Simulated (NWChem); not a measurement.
**H$_{5}$NSi**

SMILES: [SiH3]N
```xyz
7

Si     0.5772     0.0418     0.0000
N     -1.1512    -0.1467     0.0000
H      1.1112    -0.6215    -1.2248
H      1.1112    -0.6215     1.2248
H      1.0995     1.4498     0.0000
H     -1.6724     0.1174    -0.8318
H     -1.6724     0.1174     0.8318
```
Charge 0, spin multiplicity 1.

All runs are NWChem calculations. The geometry was optimised at B3LYP/def2-SVP, a minimum by its harmonic frequencies.

Symmetry labels belong to the abelian group Cs used in the runs, with the axes of the coordinates shown.

The structure started from a generated list of species.

### Question
List the lowest 4 singlet excitations that CIS/aug-cc-pVDZ gives, with oscillator strengths.

### Answer
```json
[
 {"state": "1", "symmetry": "a'", "energy (eV)": "6.96", "wavelength (nm)": "178", "f": "0.028"},
 {"state": "2", "symmetry": "a\"", "energy (eV)": "8.24", "wavelength (nm)": "150", "f": "0.001"},
 {"state": "3", "symmetry": "a'", "energy (eV)": "8.46", "wavelength (nm)": "147", "f": "0.081"},
 {"state": "4", "symmetry": "a'", "energy (eV)": "8.72", "wavelength (nm)": "142", "f": "0.034"}
]
```
